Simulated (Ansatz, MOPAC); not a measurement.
Torsion H4–N1–Al2–Cl3 in AlClH3N (SMILES [NH2][AlH][Cl]); at each angle all else is relaxed with GFN2-xTB, and the levels are single points there.
Geometry at 0° (charge 0, multiplicity 1):
```json
[
 {"atom": "N", "x (Å)": "-0.9965", "y (Å)": "-0.1365", "z (Å)": "-0.0064"},
 {"atom": "Al", "x (Å)": "0.7309", "y (Å)": "0.2571", "z (Å)": "0.0855"},
 {"atom": "Cl", "x (Å)": "1.9479", "y (Å)": "-0.3526", "z (Å)": "1.5828"},
 {"atom": "H", "x (Å)": "-1.5331", "y (Å)": "-0.6860", "z (Å)": "0.6552"},
 {"atom": "H", "x (Å)": "-1.6180", "y (Å)": "0.1601", "z (Å)": "-0.7468"},
 {"atom": "H", "x (Å)": "1.3313", "y (Å)": "1.1035", "z (Å)": "-1.0287"}
]
```

On the grid 0° to 330°, 90° is the highest and 0° the lowest point at MP2/CBS(cc-pV(T+d)Z, cc-pV(Q+d)Z) + ΔCCSD(T)/cc-pV(T+d)Z.

Correlated levels freeze the cores. The state that PM6 reach isn't checked.

Run with Ansatz (Gaussian orbitals); MOPAC for PM6 (differences of heats of formation). Each number belongs to the level named beside it.

Task: Estimate the energy at 90° less that at 0° that PM6 returns for this input.

Result: 9.3 kcal/mol

Ansatz is an electronic-structure program.
